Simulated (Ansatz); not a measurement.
One change: `C[SiH2][Se][SiH3]` becomes `C[SiH2][Te][SiH3]`.

Ansatz, PBE0-D4/def2-TZVP geometries, multiplicity 1. Each molecule was computed in one conformer, which needn't be the lowest.

Elements past krypton have def2 core potentials. Scalar relativity is left out up to krypton. Spin–orbit coupling is left out; it splits and shifts lone-pair levels of the heavy atoms by tenths of an eV.

```json
{"property": "HOMO–LUMO gap (PBE/def2-TZVPP) / eV", "`C[SiH2][Se][SiH3]`": "4.90"}
{"property": "HOMO–LUMO gap (PBE0/def2-TZVPP) / eV", "`C[SiH2][Se][SiH3]`": "6.85"}
{"property": "size of the dipole moment (PBE/def2-TZVPP) / D", "`C[SiH2][Se][SiH3]`": "1.44"}
{"property": "LUMO energy (PBE0/def2-TZVPP) / eV", "`C[SiH2][Se][SiH3]`": "-0.12"}
{"property": "HOMO energy (B3LYP/def2-TZVPP) / eV", "`C[SiH2][Se][SiH3]`": "-6.73"}
{"property": "HOMO energy (PBE0/def2-TZVPP) / eV", "`C[SiH2][Se][SiH3]`": "-6.97"}
```

(1) Give the same properties after the change, and the shifts. (Estimate.)

Results:

(1) Ansatz gave: 
```json
{"property": "HOMO–LUMO gap (PBE/def2-TZVPP) / eV", "`C[SiH2][Te][SiH3]`": "4.07", "shift": "-0.83"}
{"property": "HOMO–LUMO gap (PBE0/def2-TZVPP) / eV", "`C[SiH2][Te][SiH3]`": "5.85", "shift": "-1.00"}
{"property": "size of the dipole moment (PBE/def2-TZVPP) / D", "`C[SiH2][Te][SiH3]`": "1.30", "shift": "-0.14"}
{"property": "LUMO energy (PBE0/def2-TZVPP) / eV", "`C[SiH2][Te][SiH3]`": "-0.57", "shift": "-0.45"}
{"property": "HOMO energy (B3LYP/def2-TZVPP) / eV", "`C[SiH2][Te][SiH3]`": "-6.20", "shift": "0.53"}
{"property": "HOMO energy (PBE0/def2-TZVPP) / eV", "`C[SiH2][Te][SiH3]`": "-6.42", "shift": "0.55"}
```

With PBE0 the HOMO rises by 0.55 eV and the LUMO falls by 0.45 eV, so the gap narrows by about 1.00 eV. PBE moves the HOMO by 0.45 eV and ωB97M-V by 0.63 eV. Dipoles are sizes alone; their direction can turn.

Positive LUMOs are unbound, so they and the gaps depend on the basis.

B3LYP here is the variant with VWN-RPA as its local correlation; programs differ in this.
